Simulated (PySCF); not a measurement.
CH8FN3Si, SMILES N[Si](N)(N)CF.

Geometry optimised at B3LYP-D3(BJ)/def2-SVP. This is a generated structure with no PubChem entry under its InChIKey; it may be hypothetical. The values are those of a single conformer.

Calculation: B3LYP-D3(BJ)/def2-SVP (PySCF).

Frequencies are harmonic and unscaled.

Task: Give all harmonic wavenumbers and intensities. (The exact figures need the calculation; the answer reports its results.)

Result: 
```
mode  ν (cm⁻¹)  IR (km/mol)  moving atoms (share of kinetic energy)
----  --------  -----------  --------------------------------------
1           65          0.9                  F 39 %, N 29 %, H 21 %
2          138          1.0                  N 42 %, H 26 %, F 22 %
3          187          7.1           H 38 %, N 30 %, F 19 %, C 9 %
4          233          1.3                  H 41 %, N 39 %, F 12 %
5          253          8.8                          H 71 %, N 16 %
6          279          2.3                 H 53 %, N 31 %, Si 12 %
7          291          6.0                 H 44 %, N 31 %, Si 14 %
8          308         10.0                          H 71 %, N 23 %
9          367        163.2                          H 82 %, N 16 %
10         374         13.0  H 35 %, F 24 %, Si 21 %, N 12 %, C 9 %
11         392        107.1                          H 79 %, N 18 %
12         412        174.2                          H 73 %, N 19 %
13         457        185.9                          H 65 %, N 32 %
14         650          1.7                  C 47 %, H 29 %, N 16 %
15         725          0.2                  H 52 %, N 32 %, C 15 %
16         765         11.6                          H 54 %, N 36 %
17         784          3.3                  H 60 %, N 23 %, C 12 %
18         819          3.1                          H 64 %, N 32 %
19         859        135.3                 H 37 %, N 32 %, Si 29 %
20         914        166.1                 Si 42 %, H 27 %, N 26 %
21         940        204.3                 Si 44 %, H 28 %, N 27 %
22        1037         86.4                          C 51 %, F 39 %
23        1231          5.6                                  H 91 %
24        1308          1.6                          H 73 %, C 25 %
25        1448          5.7                                  H 94 %
26        1532         54.9                          H 89 %, N 11 %
27        1536         76.5                          H 89 %, N 11 %
28        1546         38.9                          H 89 %, N 10 %
29        3012         28.5                                  H 95 %
30        3068         31.2                          H 90 %, C 10 %
31        3561         15.6                                  H 96 %
32        3565         18.7                                  H 96 %
33        3571         16.8                                  H 96 %
34        3652         16.3                           H 91 %, N 9 %
35        3664         25.4                           H 91 %, N 9 %
36        3667         18.8                           H 91 %, N 9 %
```
